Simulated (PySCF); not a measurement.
# Magnetic susceptibility: SMILES CC(=O)CC(Cl)Cl, C4H6Cl2O

Geometry (Å), atoms numbered from 1 in this order:
```xyz
13

C    -1.823    0.434   -0.509
C    -0.694   -0.232    0.216
O    -0.824   -1.171    0.952
C     0.685    0.386   -0.049
C     1.562   -0.624   -0.773
Cl    3.019    0.153   -1.429
Cl    0.655   -1.412   -2.092
H    -1.882    1.479   -0.210
H    -2.763   -0.064   -0.287
H    -1.634    0.400   -1.580
H     1.157    0.638    0.902
H     0.587    1.289   -0.653
H     1.885   -1.428   -0.108
```

Computed with GIAO BHandHLYP/pcSseg-1 magnetisability, rotational g tensor and spin-rotation constants, non-relativistic, gas phase in PySCF. Geometry: GFN2-xTB, dihedral held. The dihedral C2–C4–C5–Cl7 is held at 45°.

(1) What are the magnetisability and the molar susceptibility?

(2) Split it along the inertial axes a, b, c into diamagnetic and paramagnetic parts about the centre of mass, with the quadrupole moment.

(3) And the rotational g tensor?

Results:

(1) Isotropic -1279 × 10⁻³⁰ J/T², or -77.0 × 10⁻⁶ cm³/mol; principal values -1403, -1342, -1092 × 10⁻³⁰ J/T², anisotropy 285 × 10⁻³⁰ J/T² (root of half the summed squared differences of the principal values). The susceptibility is in cgs units.

(2) 
```
axis  χ (10⁻⁶ cm³/mol)  diamagnetic (10⁻⁶ cm³/mol)  paramagnetic (10⁻⁶ cm³/mol)  summed x² of all electrons (Å²)  quadrupole Θ (D Å)
   a             -80.4                      -503.9                        423.6                            226.8               -5.29
   b             -84.3                     -1148.9                       1064.5                             74.8               +3.64
   c             -66.4                     -1279.9                       1213.5                             44.0               +1.65
```
Anisotropies 2χaa − χbb − χcc = -10.1 and 2χbb − χaa − χcc = -21.9 × 10⁻⁶ cm³/mol. Θ is traceless in Buckingham's convention.

(3) 
| axis | rotational constant (GHz) | g | nuclear part | electronic part |
| --- | --- | --- | --- | --- |
| a | 2.8804 | -0.0244 | 0.5487 | -0.5732 |
| b | 1.0897 | -0.0099 | 0.5351 | -0.5450 |
| c | 0.9487 | -0.0161 | 0.5247 | -0.5409 |

Asymmetric top; isotopes 12C, 35Cl, 1H, 16O; no vibrational averaging.
